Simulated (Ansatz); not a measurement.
GeI (SMILES [Ge][I]), doublet (typed; the unrestricted solution is spin-contaminated), at a GFN2-xTB geometry (all electrons, no relativity). Base run: Ansatz (a first-principles code) with BLYP/STO-3G.

Geometry (Å):
```xyz
2

Ge     0.0000     0.0000    -1.5888
I      0.0000     0.0000     0.9593
```
Charge 0, spin multiplicity 2.
Orbitals are unrestricted.
All else is at Ansatz's defaults.
Base energy -8905.58495 Eh.

The base run was repeated with changes; each row names its change, and settings that it needs were set with it.

```json
[
 {"change": "base", "ΔE vs base (mEh)": "0.000"},
 {"change": "point_charge = charge:1.0 position_ang:2.048, -1.4289, 3.1539", "ΔE vs base (mEh)": "-13.042"},
 {"change": "point_charge = charge:0.5 position_ang:-3.9877, 0.9257, -1.5428", "ΔE vs base (mEh)": "0.075"},
 {"change": "lower_state_search = off", "ΔE vs base (mEh)": "0.000"},
 {"change": "accuracy = high", "ΔE vs base (mEh)": "0.001"},
 {"change": "final_grid = 4, 8, 17", "ΔE vs base (mEh)": "-0.626"},
 {"change": "final_grid = 14, 28, 59", "ΔE vs base (mEh)": "0.000"},
 {"change": "lower_state_search = full", "ΔE vs base (mEh)": "0.000"},
 {"change": "point_charge = charge:-1.0 position_ang:3.8531, 1.4502, -1.4629", "ΔE vs base (mEh)": "-8.906"},
 {"change": "forces = on", "ΔE vs base (mEh)": "0.000"}
]
```
